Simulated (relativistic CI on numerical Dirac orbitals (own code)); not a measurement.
Method of calculation: Dirac-Coulomb-Breit CI, orbitals from a KLI potential per configuration, model QED (radiative potential, 1s self-energy scaled to tabulated hydrogen-like ionisation energies), valence Slater integrals scaled by 0.85, P86 correlation energy added to each configuration (own radial code, finite nucleus).

Configurations in the expansion (outside the closed core [Ar]): 3d10 4s, 3d10 4p, 3d10 4d, 3d10 4f, 3d10 5s, 3d10 5p, 3d9 4s2, 3d10 5d, 3d10 6s, 3d10 6p, 3d10 5f, 3d10 5g, 3d10 6d, 3d10 7s, 3d9 4s 4p, 3d10 7p, 3d10 7d, 3d9 4s 4d. Double excitations out of closed p, d and f shells are left out; levels of such configurations are missing from the list, as are those of other unlisted configurations, and high levels can miss mixing partners.

At this charge configurations can still be misplaced by up to about 7 % of their energy. 3 of the 3 excited levels that our extract of the measured tables holds in this range could be paired (the sources list more); they are missed by 4678 cm⁻¹ on average and 5257 at most, and levels without a partner can miss by more.

Outline of the computed level scheme of As V. Lowest level of each configuration: 3d10 4s 2S_1/2 at 0.0000 eV; 3d10 4p 2P°_1/2 at 11.9178 eV; 3d10 4d 2D_3/2 at 28.8291 eV; 3d10 5s 2S_1/2 at 32.0300 eV; 3d10 5p 2P°_1/2 at 36.3016 eV; 3d9 4s2 2D_5/2 at 38.3766 eV; 3d10 4f 2F°_7/2 at 40.7653 eV; 3d10 5d 2D_3/2 at 42.9821 eV; 3d10 6s 2S_1/2 at 44.2275 eV.

Some strong electric-dipole decays among the lowest 15 levels: 3d10 4d 2D_5/2 → 3d10 4p 2P°_3/2 (7.8e+09 s⁻¹); 3d10 4d 2D_3/2 → 3d10 4p 2P°_1/2 (6.8e+09 s⁻¹); 3d10 4f 2F°_7/2 → 3d10 4d 2D_5/2 (5.4e+09 s⁻¹); 3d10 4f 2F°_5/2 → 3d10 4d 2D_3/2 (5.1e+09 s⁻¹); 3d10 5s 2S_1/2 → 3d10 4p 2P°_3/2 (4.6e+09 s⁻¹); 3d10 5s 2S_1/2 → 3d10 4p 2P°_1/2 (2.3e+09 s⁻¹); 3d10 6s 2S_1/2 → 3d10 4p 2P°_3/2 (2.1e+09 s⁻¹); 3d10 4p 2P°_3/2 → 3d10 4s 2S_1/2 (2.1e+09 s⁻¹).

LS names give the leading component of a level, which can be under half, so a name can repeat, a term be missing and a line seem to break the LS rules.
